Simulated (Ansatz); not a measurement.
The cluster Rb4I3. The state is a doublet with charge 0. Geometry PBE0-D4/def2-SVP; atoms count from 1.

Cartesian coordinates in Å:
```
Rb -4.754 1.357 0.998
Rb -0.973 -0.263 3.109
Rb 0.726 -2.217 -1.358
Rb 1.942 1.727 -0.647
I 2.476 -0.149 -3.472
I 2.147 -0.987 1.733
I -1.563 0.532 -0.362
```

In the def2 sets I, Rb take a core potential; there is no spin–orbit coupling. Another isomer (doublet) lies 0.42 eV lower at PBE0-D4/def2-TZVP; other spin states weren't run for this one.

(1) Estimate the Mulliken populations from the PBE0/def2-TZVP orbitals of Ansatz.

(2) Where does the spin sit?

(3) And the Mayer bond orders between bonded heavy atoms (over 0.3)?

Answers

(1) 
| atom | charge (e) | spin (α − β) |
| --- | --- | --- |
| Rb1 | 0.19 | 0.72 |
| Rb2 | 0.69 | 0.22 |
| Rb3 | 0.71 | 0.03 |
| Rb4 | 0.71 | 0.03 |
| I5 | -0.76 | 0.00 |
| I6 | -0.76 | 0.00 |
| I7 | -0.78 | 0.00 |
Mulliken values and Mayer orders depend strongly on the basis.

(2) Summed by element: Rb 1.00, I 0.00, of 1 unpaired in all. Largest on single atoms: Rb1 0.72, Rb2 0.22, Rb3 0.03.

(3) Rb1–Rb2 0.31 (4.62 Å).
